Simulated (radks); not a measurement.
Task: The mean radii <r> (bohr) of the occupied orbitals of an atom or ion are listed with their occupations. Method: Dirac Kohn-Sham, LDA (Slater exchange, Perdew-Wang correlation), spin-unpolarised, spherical densities, finite nucleus; Fermi nuclear charge, rms radius of each element as measured or else 0.836 A^(1/3) + 0.57 fm; computed with a radial shooting solver on a logarithmic mesh with Libxc functionals.

orbital  occ.     <r>
1s1/2       2  0.1311
2s1/2       2  0.6999
2p1/2       2  0.6871
2p3/2       4  0.6894
3s1/2       1   2.777

Name the element and its charge. Open shells, if any, are shared by 2j + 1.

Result: Z = 12, magnesium, charge +1: Mg+ in [Ne] 3s1. The 1s radius gives Z: for a bare nucleus <r> = (2 gamma + 1)/(2Z) with gamma = sqrt(1 - (Z/c)^2), 0.1247 bohr for Z = 12, and screening makes it slightly larger (0.1311 here). The occupations add up to 11, and the charge is Z minus that.
